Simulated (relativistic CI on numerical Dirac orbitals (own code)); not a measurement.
Electric-dipole transitions in Pb⁴⁶⁺

These numbers are calculated, not measured: Dirac-Coulomb-Breit CI, orbitals from a KLI potential per configuration, QED by a radiative potential, unscaled Slater integrals (own radial code, finite nucleus).

Configurations in the expansion (outside the closed core [Ar] 3d10): 4s²4p⁶, 4s²4p⁵4d, 4s4p⁶4d, 4s²4p⁵4f, 4s4p⁶4f, 4p⁶4d4f, 4s²4p⁵5s, 4s²4p⁵5p, 4s4p⁶5s, 4s²4p⁵5d, 4s²4p⁵5f, 4s4p⁶5p, 4s²4p⁵5g, 4s4p⁶5d, 4p⁶4f5s, 4s4p⁶5f, 4s²4p⁵6s, 4s²4p⁵6p, 4s4p⁶5g, 4s²4p⁵6d, 4s²4p⁵6f, 4p⁶4d², 4p⁵4d³, 4p⁵4d²4f, 4p⁵4d²5s, 4p⁵4d²5p, 4p⁶4f², 4p⁵4d4f², 4p⁵4f³, 4p⁵4f²5s, 4p⁵4f²5p, 4p⁶4d5s, 4p⁵4d4f5s, 4p⁵4d5s², 4p⁵4d5s5p. Double excitations out of closed p, d and f shells are left out; levels of such configurations are missing from the list, as are those of other unlisted configurations, and high levels can miss mixing partners. These lack a partner that the ground configuration has and come out too high: 4s²4p⁵5d, 4s²4p⁵5f, 4s²4p⁵5g, 4s²4p⁵6s, 4s²4p⁵6p.

```csv
λ vac (nm),Lower,Upper,A (s⁻¹),E lower (Ry),E upper (Ry)
1.1765,4s²4p⁵4d ³F°3 [4],4s²4p⁵5f ³G4 [125],1.40e+13,13.667,91.123
1.2057,4s²4p⁵4d ³F°4 [6],4s²4p⁵5f ³G5 [132],1.56e+13,15.817,91.397
1.2070,4s²4p⁵4d ¹D°2 [7],4s²4p⁵5f ¹F3 [136],1.31e+13,16.043,91.545
1.2090,4s²4p⁵4d ³F°3 [13],4s²4p⁵5f ³G4 [229],1.56e+13,28.046,103.417
1.2124,4s²4p⁵4d ³D°3 [8],4s²4p⁵5f ³F4 [138],1.36e+13,16.513,91.672
1.4132,4s²4p⁵4f ³D1 [14],4s²4p⁵5g ³F°2 [173],2.13e+13,31.723,96.208
1.4200,4s²4p⁵4f ³D2 [15],4s²4p⁵5g ³F°3 [176],1.97e+13,32.247,96.421
1.4275,4s²4p⁵4f ³G4 [16],4s²4p⁵5g ³H°5 [174],2.76e+13,32.567,96.405
1.4281,4s²4p⁵4f ³F3 [17],4s²4p⁵5g ³G°4 [177],1.94e+13,32.818,96.627
1.4358,4s²4p⁵4f ¹F3 [19],4s²4p⁵5g ¹G°4 [178],2.23e+13,33.214,96.681
1.4379,4s²4p⁵4f ³G5 [18],4s²4p⁵5g ³H°6 [175],2.85e+13,33.037,96.412
1.4424,4s²4p⁵4f ³F4 [20],4s²4p⁵5g ³G°5 [179],2.69e+13,33.637,96.813
1.4447,4s²4p⁵4f ¹D2 [21],4s²4p⁵5g ¹F°3 [180],2.50e+13,33.772,96.847
3.3559,4p⁶4d² ¹G4 [42],4p⁵4d³ ¹G°4 [199],5.02e+12,74.158,101.312
3.3626,4s²4p⁶ ¹S0 [1],4s²4p⁵4d ¹P°1 [11],4.42e+12,0.000,27.100
4.0843,4s²4p⁵4d ³F°3 [4],4s4p⁶4d ³D2 [23],1.59e+12,13.667,35.979
4.1164,4s²4p⁵4d ³F°4 [6],4s4p⁶4d ³D3 [24],1.44e+12,15.817,37.955
4.8217,4s²4p⁵4d ³F°3 [4],4s²4p⁵4f ³G4 [16],6.55e+11,13.667,32.567
5.0697,4s²4p⁶ ¹S0 [1],4s²4p⁵4d ¹P°1 [9],1.28e+12,0.000,17.975
5.2921,4s²4p⁵4d ³F°4 [6],4s²4p⁵4f ³G5 [18],5.33e+11,15.817,33.037
```

Terms are leading LS components. Brackets give the number of a level in order of energy, since labels repeat. The list gives strong lines, with weight on those to low levels, without lines whose two gauges differ by over a factor of 2.5, among the lowest 400 of 2891 levels, so that lines to higher ones, which can be the strongest, are missing. Levels whose partners in the same complex of configurations lie outside the list can be far off, and so can their lines. Rates are taken at the computed energies, electric ones in the length gauge.

At this charge energies of transitions that change n are usually good to better than 1 %, and those within a shell (Δn = 0) to a few per cent.

LS names give the leading component of a level, which can be under half, so a name can repeat, a term be missing and a line seem to break the LS rules.
